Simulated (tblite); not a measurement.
Task: What does the GFN2-xTB structure of `CC#C[Si@@H]1C[Si@H](F)[C@H]1C=O` look like in three dimensions?

Result: 
```
atom  x, y, z in Å
C1     3.9664    0.1418    0.7930
C2     2.6197    0.2705    0.2908
C3     1.4945    0.3740   -0.1309
Si4   -0.2340    0.5665   -0.7311
C5    -1.3963    1.4838    0.4871
Si6   -2.1814   -0.1600    1.0641
F7    -1.5382   -0.5873    2.4930
C8    -1.2208   -1.0846   -0.3116
C9    -2.1013   -1.3472   -1.4327
O10   -3.1352   -0.7410   -1.6278
H11    4.5490   -0.5053    0.1378
H12    4.4412    1.1215    0.8371
H13    3.9480   -0.2883    1.7939
H14   -0.2744    0.9561   -2.1400
H15   -0.9008    2.0585    1.2646
H16   -2.0961    2.1497   -0.0087
H17   -3.6030   -0.3507    1.2301
H18   -0.5804   -1.9289   -0.0732
H19   -1.7668   -2.1197   -2.1553
```

Orientation and origin are arbitrary. Atoms count from 1 in this order. The 3 C–C bonds span 1.206 Å (C2≡C3, drawn triple) to 1.449 Å (C8–C9, drawn single), a spread of 0.243 Å. The 5 C–Si bonds span 1.840 Å (C3–Si4, drawn single) to 1.969 Å (Si4–C8, drawn single), a spread of 0.129 Å. The 4-membered ring Si4–C5–Si6–C8 has internal angles of 87.8° to 91.7°; it is slightly puckered (a soft mode that the optimisation may not have finished), 0.06 Å rms from its mean plane, widest ring torsion 8°. Si4 (SiH silicon) has angles from 87.8° to 117.9°.

Bonds between heavy atoms (Å): C1–C2 1.443, C2≡C3 1.206, C3–Si4 1.840, Si4–C5 1.917, C5–Si6 1.911, Si6–F7 1.624, Si6–C8 1.916, C8–C9 1.449, C9=O10 1.214, Si4–C8 1.969.

The geometry is computed with GFN2-xTB (gas phase).

Point group: C1 (no symmetry element, even within 0.4 Å). Its lowest GFN2-xTB frequency is 12 cm⁻¹, too small to tell a flat minimum from a shallow saddle. The numbers are those of one conformer (Si6–C8–C9–O10 20°, C3–Si4–C5–Si6 -102°, Si4–C5–Si6–F7 101°, C5–Si6–C8–C9 -101°, C3–Si4–C8–Si6 108°). 3 starts were optimised and ended at 0.00, 0.01 and 0.02 kcal/mol (GFN2-xTB); the lowest of these is shown.

The run took 1.6 s on one thread, Arm Neoverse V1 (aarch64), no GPU, shared host with 32 logical CPUs at a one-minute load of 30. This is the geometry optimisation.
